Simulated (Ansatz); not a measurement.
`FCOBO[SiH3]`. The species carries charge 0 and has multiplicity 1.

Cartesian coordinates in Å:
```
F 0.944 -2.069 1.772
C 0.807 -0.714 1.895
O 0.163 -0.215 0.780
B 0.877 0.249 -0.292
O 0.208 0.646 -1.391
Si -1.417 0.642 -1.736
H 1.809 -0.288 2.004
H 0.185 -0.518 2.771
H 2.072 0.316 -0.244
H -1.549 1.165 -3.114
H -1.956 -0.737 -1.659
H -2.142 1.523 -0.788
```

List the harmonic frequencies (cm⁻¹, unscaled) at PBE0-D4/def2-TZVP in Ansatz. (An estimate is asked.)

Computed: 57, 70, 87, 101, 229, 301, 463, 604, 723, 742, 767, 915, 950, 957, 966, 1048, 1086, 1141, 1176, 1261, 1321, 1413, 1470, 1528, 2240, 2247, 2258, 2626, 3054, 3127.

Is this a minimum?

Yes, all 30 modes are real.

Give the ideal-gas thermochemistry at 298.15 K and 1 bar (rigid rotor, harmonic oscillator; point group C1, symmetry number 1).

Zero-point energy 208.9 kJ/mol; H(298) − E = 232.1 kJ/mol; entropy 375.2 J/(mol·K), of which translation 167.2, rotation 116.2, vibration 91.7; G(298) − E = 120.3 kJ/mol. Modes under 100 cm⁻¹ are hindered rotations or soft bends, so the harmonic entropy is rough.

And at 400, 500, 600, 800 and 1000 K?


```tsv
T (K)	H − E (kJ/mol)	S (J/mol/K)	G − E (kJ/mol)
400	245.1	412.4	80.1
500	260.2	446.0	37.2
600	277.2	477.0	-9.0
800	316.0	532.6	-110.1
1000	359.2	580.7	-221.5
```

Rotational constants (cm⁻¹)?

0.2752, 0.03926, 0.0373.
